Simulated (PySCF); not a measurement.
C₂H₅O₂ (SMILES [O]CCO), doublet, at a GFN2-xTB geometry; BLYP-D3BJM/3-21G run with PySCF.

Here is a job for PySCF.
```python
from pyscf import gto, scf, dft

mol = gto.M(
    atom='''
O     1.418045   -0.014869    0.725216
C     0.839682   -0.327337   -0.393728
C    -0.760296   -0.438107   -0.183920
O    -1.327442    0.778304    0.086944
H     0.979204    0.409820   -1.214570
H     1.088606   -1.350541   -0.748511
H    -0.936806   -1.079162    0.679755
H    -1.144424   -0.892227   -1.105899
H    -1.187717    1.397299   -0.642170
''',
    basis='3-21g',
    charge=0,
    spin=1,
    verbose=4,
)

mf = dft.UKS(mol)
mf.xc = 'blyp'
mf.disp = 'd3bjm'
mf.kernel()
mf.analyze()
```

Question: Predict the main parts of the log of this PySCF run.

Answer: 
```
PySCF version 2.14.0

[INPUT] verbose = 4
[INPUT] num. atoms = 9
[INPUT] num. electrons = 33
[INPUT] charge = 0
[INPUT] spin (= nelec alpha-beta = 2S) = 1
[INPUT] symmetry False subgroup None
[INPUT] Mole.unit = angstrom
[INPUT] Symbol           X                Y                Z      unit          X                Y                Z       unit  Magmom
[...]
nuclear repulsion = 124.490194143326
number of shells = 30
number of NR pGTOs = 75
number of NR cGTOs = 46
basis = 3-21g
ecp = {}

******** <class 'pyscf.dft.uks.UKS'> ********
method = UKS
initial guess = minao
damping factor = 0
level_shift factor = 0
DIIS = <class 'pyscf.scf.diis.CDIIS'>
diis_start_cycle = 1
diis_space = 8
diis_damp = 0
SCF conv_tol = 1e-09
SCF conv_tol_grad = None
SCF max_cycles = 50
direct_scf = True
direct_scf_tol = 1e-13
number electrons alpha = 17  beta = 16
XC library pyscf.dft.libxc version 7.1.2
    S. Lehtola, C. Steigemann, M. J. T. Oliveira, and M. A. L. Marques,  SoftwareX 7, 1–5 (2018)
XC functionals = blyp
    A. D. Becke,  Phys. Rev. A 38, 3098 (1988)
    C. Lee, W. Yang, and R. G. Parr,  Phys. Rev. B 37, 785 (1988)
    B. Miehlich, A. Savin, H. Stoll, and H. Preuss,  Chem. Phys. Lett. 157, 200 (1989)
radial grids:
    Treutler-Ahlrichs [JCP 102, 346 (1995); DOI:10.1063/1.469408] (M4) radial grids

becke partition: Becke, JCP 88, 2547 (1988); DOI:10.1063/1.454033
pruning grids: <function nwchem_prune>
grids dens level: 3
symmetrized grids: False
atomic radii adjust function: <function treutler_atomic_radii_adjust>
small_rho_cutoff = 0
Set gradient conv threshold to 3.16228e-05
tot grids = 105440
Calc dispersion correction with DFTD3.
Parameters: xc=blyp, version=d3bjm, atm=False
init E= -228.48894319158

cycle= 1 E= -228.026150261406  delta_E= 0.463  |g|= 0.693  |ddm|= 1.96
cycle= 2 E= -226.028977477651  delta_E=    2  |g|= 2.03  |ddm|= 5.91
cycle= 3 E= -228.093146538227  delta_E= -2.06  |g|= 0.522  |ddm|= 5.66
cycle= 4 E= -228.16625689952  delta_E= -0.0731  |g|= 0.373  |ddm|= 1.17
cycle= 5 E= -228.226002363807  delta_E= -0.0597  |g|= 0.0983  |ddm|= 0.673
cycle= 6 E= -228.231089878499  delta_E= -0.00509  |g|= 0.0358  |ddm|= 0.223
cycle= 7 E= -228.231877599231  delta_E= -0.000788  |g|= 0.0124  |ddm|= 0.102
cycle= 8 E= -228.232035023307  delta_E= -0.000157  |g|= 0.00315  |ddm|= 0.0448
cycle= 9 E= -228.232077762764  delta_E= -4.27e-05  |g|= 0.00178  |ddm|= 0.0431
cycle= 10 E= -228.23208910902  delta_E= -1.13e-05  |g|= 0.00135  |ddm|= 0.0286
[...]
converged SCF energy = -228.232091219293  <S^2> = 0.75194977  2S+1 = 2.0019488
Total Energy =                        -228.232091219292670
[...]
spin_pop of  0 O 3pz       0.00014
spin_pop of  1 C 1s        0.00000
spin_pop of  1 C 2s       -0.00619
spin_pop of  1 C 3s        0.00008
spin_pop of  1 C 2px      -0.00246
spin_pop of  1 C 2py      -0.00712
spin_pop of  1 C 2pz      -0.00908
spin_pop of  1 C 3px       0.00168
spin_pop of  1 C 3py      -0.00008
spin_pop of  1 C 3pz       0.00000
spin_pop of  2 C 1s       -0.00000
spin_pop of  2 C 2s        0.01910
spin_pop of  2 C 3s        0.00025
spin_pop of  2 C 2px       0.10914
spin_pop of  2 C 2py       0.00236
spin_pop of  2 C 2pz       0.00188
spin_pop of  2 C 3px       0.00021
spin_pop of  2 C 3py       0.00006
spin_pop of  2 C 3pz       0.00083
spin_pop of  3 O 1s       -0.00000
spin_pop of  3 O 2s        0.00254
spin_pop of  3 O 3s        0.00002
spin_pop of  3 O 2px       0.07705
spin_pop of  3 O 2py       0.00059
spin_pop of  3 O 2pz       0.00221
spin_pop of  3 O 3px       0.00023
spin_pop of  3 O 3py       0.00004
spin_pop of  3 O 3pz       0.00004
spin_pop of  4 H 1s        0.01183
spin_pop of  4 H 2s       -0.00005
spin_pop of  5 H 1s        0.04587
spin_pop of  5 H 2s        0.00016
spin_pop of  6 H 1s       -0.00349
spin_pop of  6 H 2s        0.00023
spin_pop of  7 H 1s        0.02126
spin_pop of  7 H 2s        0.00042
spin_pop of  8 H 1s       -0.00042
spin_pop of  8 H 2s       -0.00002
 ** Mulliken Spin Density (per atom)  **
spin density of  0 O =      0.73084
spin density of  1 C =     -0.02317
spin density of  2 C =      0.13383
spin density of  3 O =      0.08271
spin density of  4 H =      0.01178
spin density of  5 H =      0.04603
spin density of  6 H =     -0.00326
spin density of  7 H =      0.02168
spin density of  8 H =     -0.00044
 ** Mulliken pop alpha/beta on meta-lowdin orthogonal AOs **
 ** Mulliken pop       alpha | beta **
In total            17.00000 | 16.00000
 ** Mulliken atomic charges   ( Nelec_alpha | Nelec_beta ) **
charge of  0O =     -0.28879  (     4.50981      3.77898 )
charge of  1C =      0.01573  (     2.98055      3.00372 )
charge of  2C =      0.02843  (     3.05270      2.91887 )
charge of  3O =     -0.37863  (     4.23067      4.14796 )
charge of  4H =      0.04901  (     0.48138      0.46961 )
charge of  5H =      0.07619  (     0.48492      0.43889 )
charge of  6H =      0.12022  (     0.43826      0.44152 )
charge of  7H =      0.08827  (     0.46671      0.44502 )
charge of  8H =      0.28956  (     0.35500      0.35544 )
Dipole moment(X, Y, Z, Debye): -1.46896, -0.35043, -2.79798
```
